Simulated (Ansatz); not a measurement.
Two isomers of CH7GeNO: A = `[NH2][GeH2][CH2]O`, B = `[CH3][GeH]([NH2])[OH]`.

Calculated with Ansatz (gas phase, PBE0-D4/def2-TZVP geometries, no zero-point term in ΔE). CBS: MP2 limit from def2 TZ/QZ plus the TZ coupled-cluster correction, frozen cores. DFT in def2-TZVPP. B3LYP here is the variant with VWN-RPA as its local correlation; programs differ in this. For Ge outer-core shells are correlated without core-valence functions, which leaves a few kJ/mol of doubt a bond. Scalar relativity is left out up to krypton. Each species was taken in one conformer, which may not be the lowest.

Which is lower in electronic energy at CCSD(T)/CBS, and by how much? (Best estimate.)

Computed: B, by 152.4 kJ/mol.

Give E(B) − E(A) in kJ/mol with r2SCAN-D4, CCSD(T)/def2-TZVPP, MP2/def2-TZVPP, CCSD/def2-TZVPP, B3LYP-D4, B3LYP, PBE0-D4. (Best estimate.)

The calculation gave: r2SCAN-D4 -147.8, CCSD(T)/def2-TZVPP -152.4, MP2/def2-TZVPP -160.7, CCSD/def2-TZVPP -154.1, B3LYP-D4 -143.9, B3LYP -144.5, PBE0-D4 -140.8. None reverses the order clearly.

Largest T1 diagnostic: 0.011.

From PBE to PBE0 (25 % exact exchange), in def2-TZVPP and without D4, E(B) − E(A) moves by −6.4 kJ/mol.
